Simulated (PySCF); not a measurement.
## $^{29}$Si chemical shifts

[PySCF 2.14: coordinates at the GFN2-xTB level; shieldings: GIAO PBE0/pcSseg-1; one computed conformer; in vacuum; equivalent nuclei averaged; non-relativistic]

Shieldings were converted by a linear fit to measured shifts: $^{29}$Si (scatter 8.9 ppm rms, 25.8 ppm with the 6 outliers that the fit left out vs TMS, solution or neat liquid). A few per cent of atoms miss by over 2 rms, more outside the fitted compound classes.

Question: Give the $^{29}$Si shifts of `FC1=C[SiH2]C=C[SiH2]1`, `FC1=C[SiH2]C=C[SiH2]1`, `F[SiH]1C=C[SiH2]C=C1`, `[SiH3]O[SiH](O[SiH3])O[SiH3]`, `[SiH3]O[SiH](O[SiH3])O[SiH3]`.

Answer: 
```
                                        compound                                             environment  δ (ppm)
[F:1][C:2]1=[CH:3][SiH2:4][CH:5]=[CH:6][SiH2:7]1   Si4: silicon bonded to 2 C, 2 H, in a 6-membered ring    -55.6
[F:1][C:2]1=[CH:3][SiH2:4][CH:5]=[CH:6][SiH2:7]1   Si7: silicon bonded to 2 C, 2 H, in a 6-membered ring    -69.7
[F:1][C:2]1=[CH:3][SiH2:4][CH:5]=[CH:6][SiH2:7]1   Si4: silicon bonded to 2 C, 2 H, in a 6-membered ring    -55.6
[F:1][C:2]1=[CH:3][SiH2:4][CH:5]=[CH:6][SiH2:7]1   Si7: silicon bonded to 2 C, 2 H, in a 6-membered ring    -69.7
[F:1][SiH:2]1[CH:3]=[CH:4][SiH2:5][CH:6]=[CH:7]1  Si2: silicon bonded to 2 C, F, H, in a 6-membered ring    -29.7
[F:1][SiH:2]1[CH:3]=[CH:4][SiH2:5][CH:6]=[CH:7]1   Si5: silicon bonded to 2 C, 2 H, in a 6-membered ring    -69.7
[SiH3:1][O:2][SiH:3]([O:4][SiH3:5])[O:6][SiH3:7]                  Si1/5/7: silicon bonded to O, 3 H (×3)    -42.3
[SiH3:1][O:2][SiH:3]([O:4][SiH3:5])[O:6][SiH3:7]                           Si3: silicon bonded to 3 O, H    -69.7
[SiH3:1][O:2][SiH:3]([O:4][SiH3:5])[O:6][SiH3:7]                  Si1/5/7: silicon bonded to O, 3 H (×3)    -42.3
[SiH3:1][O:2][SiH:3]([O:4][SiH3:5])[O:6][SiH3:7]                           Si3: silicon bonded to 3 O, H    -69.7
```
